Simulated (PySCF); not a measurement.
Spin states of BrCl⁺

Unrestricted PBE0; Br cc-pVDZ-PP with ECP10, Cl cc-pV(D+d)Z; scalar-relativistic core potentials (PySCF 2.14). Outer shells of the fragments: Br+ 3d10 4s2 4p4; Cl 3s2 3p5.

Followed along the bond (rough minima from three points):

```json
{"2Ms+1": "2", "unpaired": "π ↑", "⟨S²⟩ at the start": "0.75", "R at minimum (Å)": "2.06", "Te (eV)": "0.00"}
{"2Ms+1": "4", "unpaired": "σ ↑, π ↑↑", "⟨S²⟩ at the start": "3.76", "R at minimum (Å)": "none in the scan", "Te (eV)": "≤ 1.72"}
```

Solutions found at the starting distance of 2.185 Å, counted from the lowest of them; the search is not exhaustive and high or unbound solutions are not listed, so other states can lie among these:

```json
{"2Ms+1": "2", "unpaired": "π ↑", "term": "²Π", "E (eV)": "0.00", "⟨S²⟩": "0.75", "⟨Lz²⟩": "1.00", "μ (D)": "0.38"}
{"2Ms+1": "4", "unpaired": "σ ↑, π ↑↑", "term": "⁴Σ⁻", "E (eV)": "1.82", "⟨S²⟩": "3.76", "⟨Lz²⟩": "0.00", "μ (D)": "0.49"}
{"2Ms+1": "2", "unpaired": "σ ↑, π ↑↓", "term": "mixed", "E (eV)": "2.37", "⟨S²⟩": "1.76", "⟨Lz²⟩": "2.01", "μ (D)": "0.57"}
{"2Ms+1": "2", "unpaired": "σ ↓, π ↑↑", "term": "mixed", "E (eV)": "2.38", "⟨S²⟩": "1.76", "⟨Lz²⟩": "0.00", "μ (D)": "0.54"}
{"2Ms+1": "2", "unpaired": "σ ↑", "term": "mixed", "E (eV)": "3.25", "⟨S²⟩": "0.75", "⟨Lz²⟩": "2.00", "μ (D)": "0.68"}
{"2Ms+1": "4", "unpaired": "σ ↑, π ↑↑", "term": "mixed", "E (eV)": "3.46", "⟨S²⟩": "3.75", "⟨Lz²⟩": "2.01", "μ (D)": "1.42"}
{"2Ms+1": "4", "unpaired": "σ ↑↑, π ↑", "term": "⁴Π", "E (eV)": "5.29", "⟨S²⟩": "3.76", "⟨Lz²⟩": "1.00", "μ (D)": "0.77"}
{"2Ms+1": "2", "unpaired": "π ↑", "term": "²Π", "E (eV)": "6.42", "⟨S²⟩": "0.75", "⟨Lz²⟩": "1.01", "μ (D)": "0.81"}
```

A term symbol is given only where ⟨S²⟩ and ⟨Lz²⟩ are close to those of a pure state; real π, δ and φ orbitals otherwise mix terms. A positive dipole points towards Cl; it is taken about the centre of mass and depends on that origin.

Spin–orbit coupling is left out. Counting both spins, an empty level lies below a filled one in some of these solutions, because spin and occupation are held.
